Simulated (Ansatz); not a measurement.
C3H6AlN can be A, `[CH3][Al]([CH3])[C]#N`, or B, `C=C1[CH2][AlH][NH]1`.

Gas-phase electronic energies from Ansatz, PBE0-D4/def2-TZVP geometries. CCSD(T)/CBS is the MP2 limit (def2-TZVPP, def2-QZVPP) plus CCSD(T) − MP2 in def2-TZVPP, frozen cores. DFT in def2-TZVPP.

Question: Which isomer does CCSD(T)/CBS put lower? Give the gap. (Estimate.)

Answer: The calculation gave: A, by 93.0 kJ/mol.

Question: Give E(B) − E(A) in kJ/mol with MP2/def2-TZVPP, PBE0-D4, CCSD/def2-TZVPP, PBE-D4, r2SCAN-D4, ωB97M-V, CCSD(T)/def2-TZVPP. (Best estimate.)

Answer: The calculation gave: MP2/def2-TZVPP 99.1, PBE0-D4 60.1, CCSD/def2-TZVPP 102.7, PBE-D4 60.7, r2SCAN-D4 72.7, ωB97M-V 87.2, CCSD(T)/def2-TZVPP 99.4. None reverses the order clearly.

Largest T1 diagnostic: 0.013.

In def2-TZVPP, CCSD(T) changes the Hartree–Fock value by −24.2 kJ/mol (the triples alone add −3.3 kJ/mol) and MP2 by −24.5 kJ/mol. The D4 term adds −7.4 kJ/mol with B3LYP and −3.4 kJ/mol with PBE0; it sums over pairs of atoms, weighted by their polarisabilities, and B3LYP, whose exchange is more repulsive, gets the larger term.

B3LYP here is the variant with VWN-RPA as its local correlation; programs differ in this.
